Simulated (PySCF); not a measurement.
First SCF of a structure search on singlet Hg₂O, at a hand-made linear geometry. PySCF input:

```python
from pyscf import gto, scf, dft
mol = gto.M(atom='''
O      0.000000     0.000000     0.000000
Hg     0.000000     0.000000     1.960000
Hg     0.000000     0.000000    -1.960000''',
    basis={'O': 'def2-TZVP', 'Hg': 'def2-TZVP'},
    ecp={'Hg': 'def2-TZVP'},
    charge=0, spin=0)
mf = dft.RKS(mol, xc='PBE0')
mf.grids.atom_grid = (50, 194)
aux = {'O': 'def2-universal-JKFIT', 'Hg': 'def2-universal-JKFIT'}
mf = mf.density_fit(auxbasis=aux)
mf.conv_tol = 1e-08
mf.diis_space = 10
mf.max_cycle = 60
mf.init_guess = 'minao'
mf.verbose = 4
mf.kernel()
```

Excerpt of the output (cycles and frontier levels):

```
init E= -344.506600689319
  HOMO = -0.983077328224581  LUMO = -0.894848777068994  gap/eV = 2.40082
cycle= 1 E= -380.767920434613  delta_E= -36.3  |g|= 2.77  |ddm|= 14.7
  HOMO = 0.0259523117760488  LUMO = 0.039665177932082  gap/eV = 0.37315
cycle= 2 E= -374.218414653135  delta_E= 6.55  |g|= 5.64  |ddm|= 6.92
  HOMO = -0.297460864540557  LUMO = -0.222063367016922  gap/eV = 2.05167
cycle= 3 E= -381.284060425397  delta_E= -7.07  |g|= 2.02  |ddm|= 4.33
  HOMO = -0.278268291051493  LUMO = -0.172600369423431  gap/eV = 2.87537
cycle= 4 E= -382.061668560384  delta_E= -0.778  |g|= 0.157  |ddm|=  1.4
  HOMO = -0.236418169161052  LUMO = -0.126352629846323  gap/eV = 2.99504
cycle= 5 E= -382.070234259895  delta_E= -0.00857  |g|= 0.0997  |ddm|= 0.528
  HOMO = -0.237781803327589  LUMO = -0.126019547690074  gap/eV = 3.04121
cycle= 6 E= -382.071212286325  delta_E= -0.000978  |g|= 0.0624  |ddm|= 0.0611
  HOMO = -0.240391200829865  LUMO = -0.129704099468331  gap/eV = 3.01195
cycle= 7 E= -382.071917889508  delta_E= -0.000706  |g|= 0.0212  |ddm|= 0.0296
  HOMO = -0.24185972289979  LUMO = -0.131283834149304  gap/eV = 3.00892
cycle= 8 E= -382.072007655787  delta_E= -8.98e-05  |g|= 0.00235  |ddm|= 0.0143
  HOMO = -0.241850743648925  LUMO = -0.131334952757957  gap/eV = 3.00729
cycle= 9 E= -382.072008771992  delta_E= -1.12e-06  |g|= 0.000537  |ddm|= 0.00203
  HOMO = -0.241838760365095  LUMO = -0.131315543402028  gap/eV = 3.00749
cycle= 10 E= -382.072008827953  delta_E= -5.6e-08  |g|= 3.53e-05  |ddm|= 0.000321
  HOMO = -0.241836626185535  LUMO = -0.131313495233208  gap/eV = 3.00749
cycle= 11 E= -382.072008828203  delta_E= -2.5e-10  |g|= 3.14e-06  |ddm|= 2.63e-05
  HOMO = -0.241836569825647  LUMO = -0.131313213114087  gap/eV = 3.00749
Extra cycle  E= -382.072008828191  delta_E= 1.18e-11  |g|= 8.4e-06  |ddm|= 7.39e-06
converged SCF energy = -382.072008828191
```

No lower solution of this spin was found from smeared starts or by a stability analysis within the restricted form, which does not test spin polarisation.

With an element this heavy the missing spin–orbit coupling can shift these numbers.

The search for the lowest solution, 3 starts and the stability check together, took 11 s on 2 threads of a shared Arm Neoverse V2 host, with 117 basis functions; the process peaked at 0.43 GiB. Launch command: `OMP_NUM_THREADS=2 python axn.py task.json out`.
